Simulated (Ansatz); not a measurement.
Job for Ansatz (a quantum-chemistry and plane-wave program): R-CCSD(T)/def2-TZVPPD on HI (SMILES I) with ghost functions. Elements past Kr take the def2 small-core potentials; no spin–orbit coupling. Files ending in .json are basis or fitting sets from the Basis Set Exchange. The run froze 9 orbitals, filled d shells among them.

Ansatz 0.2 input:
```yaml
crystal:
  periodic: [false, false, false]
  atoms:
    - {symbol: I, position_ang: [0.03497907, -0.07585997, 4.39688129]}
    - {symbol: H, position_ang: [0.12921082, 0.02757521, 2.78099127]}
basis:
  gaussian:
    orbitals: def2-TZVPPD.json
    ghost_atoms:
      - {symbol: C, position_ang: [-0.33174177, 0.14491851, 0.27934740]}
      - {symbol: C, position_ang: [0.86025267, 0.23622170, 0.34974663]}
      - {symbol: H, position_ang: [-1.38993014, 0.06400416, 0.21552895]}
      - {symbol: H, position_ang: [1.91859748, 0.31735937, 0.41060676]}
magnetization: {spin_polarized: false}
correlation: {method: ccsd_t, electrons: outside_noble_gas}
scf: {lower_state_search: off}
```

The log:

```
WARN ansatz: RAYON_NUM_THREADS=1 ignored (pool sized by the plan → 1); use --threads N
Functional definition: HF
these checks for a lower state are left out or cut short: stability, starts, cluster_reference, orbital_swaps, neighbouring_geometries, increment
integrals: 0.63 GiB planned
1245 factors; integrals over basis functions are off by at most 1.5e-3 eV
mean field: 0.41 GiB planned
mean field evaluation 1: about -8088.0184 eV, gradient 8.5e0 eV
mean field evaluation 2: about -8088.0199 eV, gradient 8.5e0 eV
mean field evaluation 4: about -8088.3759 eV, gradient 1.5e0 eV
mean field evaluation 8: about -8088.3862 eV, gradient 8.0e-5 eV
mean field -8088.38617873 eV, -297.2427095633 hartree, gradient 1.6e-6 eV, S^2 0.000000; 0 other end points of the search recorded, 0 dependent functions left out
9 core orbitals not correlated
reference -8088.38617873 eV, -297.2427095633 hartree; 4, 4 occupied and 171, 171 virtual orbitals, 1245 factors
second order -4.10885870 eV of doubles, -0.00000000 eV of singles
coupled cluster: 1.65 GiB planned
cycle   1  -4.49787871 eV  change   -3.9e-1 eV  update   4.6e-2
cycle   2  -4.63073390 eV  change   -1.3e-1 eV  update   1.4e-2
cycle   3  -4.63868334 eV  change   -7.9e-3 eV  update   3.6e-3
cycle   4  -4.63824210 eV  change    4.4e-4 eV  update   1.0e-3
cycle   5  -4.63799118 eV  change    2.5e-4 eV  update   2.3e-4
cycle   6  -4.63796271 eV  change    2.8e-5 eV  update   7.7e-5
cycle   7  -4.63796964 eV  change   -6.9e-6 eV  update   2.4e-5
cycle   8  -4.63797207 eV  change   -2.4e-6 eV  update   7.5e-6
perturbative correction -0.16308839 eV, -0.0059933876 hartree
Total energy: -8093.18723919 eV, -297.4191452807 hartree
Checks for a lower state left out: stability, starts, cluster_reference, orbital_swaps, neighbouring_geometries, increment
```

The run converged.

Cost: about 24 core-seconds (a rough figure).
